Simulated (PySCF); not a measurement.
**Cost of excited-state runs on [C6H6FO2S]+, charge +1**

Geometry:
| atom | x (Å) | y (Å) | z (Å) |
| --- | --- | --- | --- |
| C1 | 2.671 | 0.875 | -0.786 |
| C2 | 1.474 | 0.299 | -0.377 |
| C3 | 0.309 | -0.047 | -0.033 |
| C4 | -0.166 | -1.312 | 0.630 |
| F5 | 0.759 | -1.769 | 1.500 |
| S6 | -1.815 | -0.937 | 1.565 |
| O7 | -2.626 | -2.093 | 1.333 |
| C8 | -2.143 | 0.244 | 0.107 |
| C9 | -0.916 | 0.985 | -0.192 |
| O10 | -0.729 | 2.122 | -0.432 |
| H11 | 2.461 | 1.932 | -1.019 |
| H12 | 3.408 | 0.880 | 0.025 |
| H13 | 3.076 | 0.406 | -1.686 |
| H14 | -0.373 | -2.109 | -0.098 |
| H15 | -2.442 | -0.411 | -0.714 |
| H16 | -2.954 | 0.943 | 0.321 |

Total charge +1.

PySCF with density fitting, on 1 thread of an Arm Neoverse V1, shared host. Command: `OMP_NUM_THREADS=1 python excited_run.py task.json out`

**Question.** How long does this run take, and how much memory?
- circular dichroism and optical rotation, PBE0/def2-SVPD; 16 states

**Answer.** 
| run | level | basis functions | wall time | peak memory (GiB) |
| --- | --- | --- | --- | --- |
| circular dichroism and optical rotation | PBE0/def2-SVPD | 264 | 2.7 min | 1.1 |

Times from a shared host are rough.
